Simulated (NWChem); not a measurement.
Molecule: C5H3NS; SMILES C#Cc1cscn1

Program: NWChem. The geometry was optimised at PBE0/def2-SVP. Total energies of different functionals are on different scales.

```json
[
 {"level": "PBE/def2-TZVP", "energy (Ha)": "-644.8339", "highest occupied level (eV)": "-5.98", "orbital gap (eV)": "3.84", "dipole (D)": "1.75"},
 {"level": "B3LYP/def2-TZVP", "energy (Ha)": "-645.3203", "highest occupied level (eV)": "-6.75", "orbital gap (eV)": "5.28", "dipole (D)": "1.85"},
 {"level": "Hartree-Fock/def2-TZVP", "energy (Ha)": "-643.0803", "highest occupied level (eV)": "-8.93", "orbital gap (eV)": "11.22", "dipole (D)": "1.84"},
 {"level": "PBE0/def2-TZVP", "energy (Ha)": "-644.8698", "highest occupied level (eV)": "-6.96", "orbital gap (eV)": "5.68", "dipole (D)": "1.81"},
 {"level": "TPSSh/def2-TZVP", "energy (Ha)": "-645.3354", "highest occupied level (eV)": "-6.36", "orbital gap (eV)": "4.69", "dipole (D)": "1.74"}
]
```
